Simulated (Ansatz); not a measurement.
The same path of C2H8OSi + H (13 atoms, charge 0, multiplicity 2) was run twice with different band settings. Lost on the way: Si1–H2. Made: H2–H13.

Level of theory: Ansatz 0.2.0, UKS B3LYP-D4/def2-SVP.

Relaxed end points:

```xyz
13
Properties=species:S:1:pos:R:3
Si -0.027 -0.032 -0.282
H -0.118 0.054 1.214
H 1.387 0.139 -0.710
O -0.861 1.243 -0.969
C -2.209 1.556 -0.715
H -2.411 1.683 0.366
H -2.455 2.504 -1.219
H -2.898 0.780 -1.101
C -0.696 -1.695 -0.846
H -1.743 -1.841 -0.531
H -0.652 -1.785 -1.943
H -0.100 -2.516 -0.412
H -0.347 -0.023 3.442
```

```xyz
13
Properties=species:S:1:pos:R:3
Si 0.020 0.061 -0.447
H -0.011 -0.153 2.789
H 1.378 0.195 -1.061
O -0.865 1.327 -1.096
C -2.244 1.552 -0.935
H -2.517 1.711 0.125
H -2.522 2.459 -1.497
H -2.852 0.712 -1.322
C -0.752 -1.613 -0.881
H -1.735 -1.752 -0.403
H -0.881 -1.702 -1.974
H -0.094 -2.429 -0.542
H -0.056 -0.302 3.537
```

Common settings: movable images 7; climbing image yes; optimiser quadratic models (default); start path through a guess of the saddle point; force threshold 0.03 eV/Å; iteration limit 60; end points relaxed.

| run | spring |
| --- | --- |
| 1 | 5.0 eV/Å² |
| 2 | 2.0 to 10.0 eV/Å², energy-weighted |

**Question.** What does each run give, and how far can it be trusted?

**Answer.** Run 1: converged after 14 iterations, highest image 0.009 eV above the first end. A vibrational analysis at the climbing image gives one clearly imaginary mode, 277i cm⁻¹: a first-order saddle point.
Run 2: converged after 16 iterations, highest image 0.009 eV above the first end. Another band between the same ends (7 images) ends at a top of the same energy, where a vibrational analysis finds 1 clearly imaginary mode.
